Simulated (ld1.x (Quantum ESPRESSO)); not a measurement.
**What one change does to a pseudopotential (phosphorus, PAW)**

| Property | Result |
| --- | --- |
| Element | P |
| Generator | ld1.x (Quantum ESPRESSO) 7.5 |
| Type | PAW |
| Functional | LDA (PZ) |
| Relativity | scalar-relativistic |
| Frozen core | [Ne] |
| Valence charge | 5 |
| Reference configuration | 3s2 3p3 |
| Partial waves | 3s (bound): rcut 1.30, rcutus 1.50 bohr; 3s channel at 1.3 Ry: rcut 1.30, rcutus 1.50 bohr; 3p (bound): rcut 1.40, rcutus 1.75 bohr; 3p channel at 0.35 Ry: rcut 1.40, rcutus 1.75 bohr |
| Local potential | all-electron potential smoothed inside 1.15 bohr (lloc = -1) |
| Core correction | Bessel-smoothed model core, default radius (core density twice the valence density) |
| Augmentation charge | PSQ, inside the norm-conserving radii |

Change: local potential all-electron potential smoothed inside 0.88 bohr (lloc = -1).

Cutoffs: the cutoffs (Ry, on a coarse ladder) from which the occupation-weighted sum of valence levels, in a spherical-Bessel basis at the reference potential, stays within 10 and 1 mRy of its value at 400 Ry; they do not see the model core or the augmentation charge, which bear on the density cutoff. Errors are all-electron minus pseudo energies relative to the spin-unpolarised reference configuration.

**Question.** Predict the effect on cutoff, ghosts and configuration errors.

**Answer.** The potential gets neither clearly harder nor softer (15 Ry and 25 Ry → 15 Ry and 25 Ry); the errors of the 9 common tests hardly move; the range in which the s phases agree narrows (upper end at the end of the scan → 3.1); neither file shows a bound ghost.

| quantity | base | changed |
| --- | --- | --- |
| cutoff, loose | 15 Ry | 15 Ry |
| cutoff, tight | 25 Ry | 25 Ry |
| bound ghosts | none | none |
| error for 3s2 3p2, meV [ΔE 9.82 eV] | -1.5 | -1.5 |
| error for 3s2 3p1, meV [ΔE 29.07 eV] | -11 | -11 |
| error for 3s2 3p0, meV [ΔE 58.96 eV] | -48 | -48 |
| error for 3s2 3p3.3, meV [ΔE -1.34 eV] | +0.1 | +0.1 |
| error for 3s1 3p4, meV [ΔE 8.50 eV] | -0.6 | -0.6 |
| error for 3s0 3p5, meV [ΔE 17.14 eV] | -1.7 | -1.7 |
| error for 3s1 3p0, meV [ΔE 111.15 eV] | -162 | -161 |
| error for 3s2 3p3 (spin-polarised), meV [ΔE -1.51 eV] | -1.2 | -1.2 |
| error for 3s2 3p2 (spin-polarised), meV [ΔE 8.98 eV] | -2.5 | -2.5 |
| s: phases at 1.89 bohr within 0.05 rad from the reference energy up to (Ry; the scan ends near 5) | to the end of the scan | 3.1 |
| p: phases at 1.89 bohr within 0.05 rad from the reference energy up to (Ry; the scan ends near 5) | to the end of the scan | to the end of the scan |
| lowest overlap eigenvalue by channel | s 0.43, p 0.74 | s 0.38, p 0.70 |
